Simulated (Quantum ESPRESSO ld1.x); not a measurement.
The numbers below are computed, except where a source is named.
Problem. Se+, configuration [Ar] 3d9 4s1 4p5 (not the ground configuration). Level of theory: Dirac Kohn-Sham, revPBE, spin-unpolarised, spherical densities, point nucleus; open shells are shared between the two j in proportion to 2j + 1 (ld1.x of Quantum ESPRESSO 7.5).

Spin-orbit splittings of the eigenvalues, e(l+1/2) - e(l-1/2), with zeta = 2 splitting/(2l+1) and mean radii in bohr:

| shell | occ. | splitting (eV) | zeta (eV) | <r> j=l-1/2 | <r> j=l+1/2 |
|---|---|---|---|---|---|
| 2p | 6 | 41.74 | 27.83 | 0.1685 | 0.1723 |
| 3p | 6 | 6.016 | 4.011 | 0.5754 | 0.5855 |
| 3d | 9 | ? | ? | 0.6051 | 0.6089 |
| 4p | 5 | 0.5333 | 0.3556 | 1.951 | 1.985 |

Estimate the 3d splitting.

Solution. 0.9476 eV (zeta = 0.3790 eV).
